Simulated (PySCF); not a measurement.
Gas-phase reaction: 2 ZrCl₄.H₂O + O → 2 ZrCl₃OH + H₂O + Cl₂

Energies from PySCF (xtb for GFN2), thermal terms from the rigid-rotor harmonic-oscillator model, ideal gas at 1 bar. † marks an energy on the PBE0/def2-TZVP geometry and frequencies; other levels use their own. Open shells (unrestricted): O (multiplicity 3, electronic degeneracy 9); the rest are closed-shell singlets. GFN2 has no spin-polarisation term. Spin-orbit splitting is ignored; it lowers the true energy and changes the entropy of O. B3LYP is the form with VWN-RPA correlation. Zr: scalar-relativistic def2 core potential, no spin-orbit coupling. Adducts (ZrCl₄.H₂O) have no counterpoise correction, and HF, PBE, BLYP, B3LYP and PBE0 lack dispersion. ZrCl₄.H₂O, ZrCl₃OH: computed as isolated molecules; such fragments, hydroxides, amides, oligomers or adducts are transient or little studied in the gas. The harmonic model lacks anharmonicity and excited electronic states, which grow with temperature; levels with a mode under 35 cm⁻¹ are left out. Soft modes under 120 cm⁻¹ make the harmonic entropy rough for ZrCl₄.H₂O, ZrCl₃OH.

```
level             ΔE electronic, kJ  ΔH°(298 K), kJ  ΔS°(298 K), J/K  ΔG°(1400 K), kJ
----------------  -----------------  --------------  ---------------  ---------------
B3LYP/def2-TZVP†               -177            -188              132             -351
GFN2-xTB                       -328            -333              123             -482
PBE/def2-SVP                   -143            -154              131             -316
PBE/def2-TZVP†                 -205            -216              132             -380
PBE0/def2-QZVP†                -160            -172              132             -335
LDA/def2-TZVP†                 -234            -245              132             -408
```
ΔH° is lowest at GFN2-xTB and highest at PBE/def2-SVP. No reference value is set beside these.
